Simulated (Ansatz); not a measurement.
Gas-phase electronic energies from Ansatz, PBE0-D4/def2-TZVP geometries. CCSD(T)/CBS is the MP2 limit (def2-TZVPP, def2-QZVPP) plus CCSD(T) − MP2 in def2-TZVPP, frozen cores. This one scheme is used for every species. DFT in def2-TZVPP. B3LYP here is the variant with VWN-RPA as its local correlation; programs differ in this. One conformer a species, not always the lowest.

Reaction (formal exchange of groups at a B–C bond): `C=C=C([SiH3])BF` + SiH₄ → `FB[SiH3]` + `C=C=C[SiH3]`

```tsv
level	ΔE (kJ/mol)	difference from CCSD(T)/CBS
PBE0-D4	70.9	-2.5
ωB97M-V	77.0	3.6
PBE	64.7	-8.7
B3LYP	70.2	-3.2
HF/def2-TZVPP	77.5	4.1
SCS-MP2/def2-TZVPP	80.3	6.9
CCSD/def2-TZVPP	73.1	-0.3
CCSD(T)/def2-TZVPP	74.5	1.1
HF/def2-QZVPP	77.7	4.3
CCSD/CBS(def2)	72.0	-1.4
CCSD(T)/CBS	73.4	0
```

Largest T1 diagnostic among the species: 0.014.

From PBE to PBE0 (25 % exact exchange), in def2-TZVPP and without D4, ΔE moves by +3.4 kJ/mol. The D4 term adds +4.9 kJ/mol with B3LYP and +2.8 kJ/mol with PBE0; it sums over pairs of atoms, weighted by their polarisabilities, and B3LYP, whose exchange is more repulsive, gets the larger term.
